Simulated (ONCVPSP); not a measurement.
## Before and after: ONCV potential for Os

ONCVPSP 4.0.1 input, shortened (lines: element, Z, core and valence counts, functional; n l f; lmax; l rc ep ncon nbas qcut; lloc lpopt rc5 dvloc0; l nproj debl; icmod fcfact rcfact), PBEsol, scalar-relativistic:

```
  Os 76.00   10    4  -116133      upf
    1    0    2.00
    2    0    2.00
    2    1    6.00
    3    0    2.00
    3    1    6.00
    3    2   10.00
    4    0    2.00
    4    1    6.00
    4    2   10.00
    4    3   14.00
    5    0    2.00
    5    1    6.00
    5    2    6.00
    6    0    2.00
    2
    0    1.65    0.00    4    7    6.10
    1    1.15    0.00    4    9    7.70
    2    2.35    0.00    4    8    6.20
    4    3    1.00    3.00
    0    2    3.00
    1    2    2.00
    2    2    3.70
    3    3.75    1.45
```

All-electron outer shells of the reference configuration (PBEsol, scalar-relativistic, ld1.x):

```
shell  level (eV)  outermost node (bohr)  outermost maximum (bohr)
   5s      -91.60                   0.51                      0.91
   4f      -52.02                      –                      0.40
   5p      -50.86                   0.55                      1.03
   5d       -6.29                   0.60                      1.36
   6s       -6.19                   1.20                      2.48
```

Change: s: ncon 5, nbas 8.

Cutoffs: the cutoffs (Ha) at which the residual kinetic energy of the hardest occupied pseudo-wave falls to 1 and 0.1 mHa per electron; they do not see the model core or the augmentation charge, which bear on the density cutoff. Errors are all-electron minus pseudo energies relative to the spin-unpolarised reference configuration.

Problem. Predict the effect on cutoff, ghosts and configuration errors.

Solution. The potential gets neither clearly harder nor softer (50 Ha and 190 Ha → 50 Ha and 190 Ha); the p channel sets the loose cutoff, while the largest relative change is in s, which becomes harder; of the 4 tests that both files solve, the error grows in 0 and shrinks in 1 by more than 15 % and 0.3 meV (median size 11.3 → 9.6 meV); neither file shows a bound ghost.

| quantity | base | changed |
| --- | --- | --- |
| cutoff, loose | 50 Ha | 50 Ha |
| cutoff, tight | 190 Ha | 190 Ha |
| loose cutoff by channel | s 16 Ha, p 50 Ha, d 14 Ha | s 31 Ha, p 50 Ha, d 14 Ha |
| bound ghosts | none | none |
| GHOST(+) flags under 300 eV | s at 151.8 eV | s at 172.9 eV |
| error for 5s2 5p6 5d6 6s1, meV [ΔE 9.62 eV] | -4.8 | -4.3 |
| error for 5s2 5p6 5d6 6s0, meV [ΔE 26.56 eV] | -18 | -15 |
| error for 5s2 5p6 5d5 6s0, meV [ΔE 55.44 eV] | -22 | -19 |
| error for 5s2 5p6 5d6 6s1.5, meV [ΔE 3.94 eV] | -1.7 | -1.6 |
| s: phases at 1.68 bohr within 0.05 rad from the reference energy up to (Ha; the scan ends near 5) | 4.9 | to the end of the scan |
| p: phases at 1.16 bohr within 0.05 rad from the reference energy up to (Ha; the scan ends near 5) | to the end of the scan | to the end of the scan |
| d: phases at 2.39 bohr within 0.05 rad from the reference energy up to (Ha; the scan ends near 5) | to the end of the scan | to the end of the scan |
| rms error of d²Exc/dni dnj with the model core, mHa | 0.71 | 0.43 |
